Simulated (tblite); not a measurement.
Compound: C₅H₉OS (doublet state).
Z-matrix (Å and degrees, GFN2-xTB geometry), rows numbered from 1:
```
C 
C   1  1.5094
O   2  1.2039  1  122.75
C   2  1.5138  1  114.03  3  -179.84
C   4  1.5438  2  112.57  1   162.37
C   5  1.4794  4  112.89  2   -66.72
S   6  1.7308  5  118.36  4   -78.95
H   1  1.0868  2  110.93  3  -137.80
H   1  1.0893  2  108.42  3   103.54
H   1  1.0868  2  110.33  3   -15.41
H   4  1.0935  2  107.17  1   -77.43
H   4  1.0917  2  109.67  1    39.35
H   5  1.0921  4  108.04  2    53.46
H   5  1.0927  4  108.21  2   171.64
H   6  1.0749  5  119.82  4    74.71
H   7  1.3332  6   96.78  5  -177.94
```

Level: GFN2-xTB in tblite, geometry and Hessian alike; calculated harmonic values, unscaled, isolated species. Against measured fundamentals such values can be off by several per cent, at times by over 20. Modes of hydrogen on sulfur can be 10 to 20 % off. One conformer, not necessarily the lowest. Open shells enter through the occupations alone, without spin polarisation, and single modes of such species can be off by tens of per cent.

Harmonic wavenumbers (cm⁻¹): 29.7, 33.4, 96.0, 118.1, 180.5, 234.1, 293.3, 359.7, 415.5, 474.0, 517.4, 595.2, 746.4, 802.2, 836.8, 861.3, 959.8, 989.4, 990.4, 1035.9, 1114.2, 1130.1, 1152.6, 1192.2, 1249.2, 1301.9, 1319.5, 1367.9, 1428.5, 1447.1, 1453.1, 1462.0, 1776.3, 2409.3, 2951.0, 2967.0, 2976.1, 2986.2, 3015.8, 3041.8, 3055.4, 3108.6.

A = 4122, B = 1044, C = 994.2 MHz; mass 117.037 u (most abundant isotopes); point group C1, symmetry number 1; spin multiplicity 2.

**Question.** Zero-point energy?

**Answer.** Half the sum of the wavenumbers: 27237 cm⁻¹ = 77.88 kcal/mol.

**Question.** What is S at 400 K and 1 bar for an ideal gas of classical rigid rotors and harmonic oscillators?

**Answer.** Translation 41.67, rotation 29.58, vibration 37.85, spin (R ln 2) 1.38: S = 110.5 cal/(mol K).

**Question.** And Cp and H(400 K) − H(0)?

**Answer.** Cp = 41.66 cal/(mol K), of which vibrations give 33.71 (their classical limit is 42 R = 83.5); H(400 K) − H(0) = 10.35 kcal/mol without the zero-point energy, 7.17 from vibrations.

**Question.** Blend soft modes into free rotors: weight 1/[1 + (100 cm⁻¹/ν̃)⁴] for the oscillator and the rest for a rotor with moment μB/(μ + B), μ = h/(8π²ν), B = 10⁻⁴⁴ kg m². What vibrational entropy results?

**Answer.** 33.08 cal/(mol K) in place of 37.85, which changes −T·S at 400 K by +1.91 kcal/mol.

**Question.** How do the functions run with temperature in this model?

**Answer.** 
```csv
T (K),S (cal/(mol K)),Cp (cal/(mol K)),H − H(0) (kcal/mol),G − H(0) (kcal/mol),ln q(vib)
50,61.5,14.0,0.55,-2.52,1.14
100,72.6,18.4,1.37,-5.89,2.65
298.15,99.5,33.7,6.51,-23.14,7.69
373.15,107.7,39.6,9.26,-30.91,9.42
500,120.5,48.4,14.87,-45.40,12.25
750,142.7,60.9,28.65,-78.39,17.53
1000,161.4,69.1,44.96,-116.47,22.39
```

q(vib) and H(0) count from the zero-point level.

**Question.** Which modes carry the vibrational entropy at 400 K?

**Answer.** 29.7 cm⁻¹: 6.43; 33.4 cm⁻¹: 6.20; 96.0 cm⁻¹: 4.11; 118.1 cm⁻¹: 3.70; 180.5 cm⁻¹: 2.88; 234.1 cm⁻¹: 2.39 cal/(mol K); the other 36 give 12.14 together.

**Question.** What must be added to the electronic energy to get the Gibbs energy at 400 K and 1 bar?

**Answer.** ZPE + [H(400 K) − H(0)] − T·S = 77.88 + 10.35 − 44.20 = 44.03 kcal/mol.

Hindered rotation and anharmonicity are outside this model. Other conformers, if any are populated, would add a mixing term that is left out. The structure is chiral; the term R ln 2 for an equal mix with its mirror image is left out.
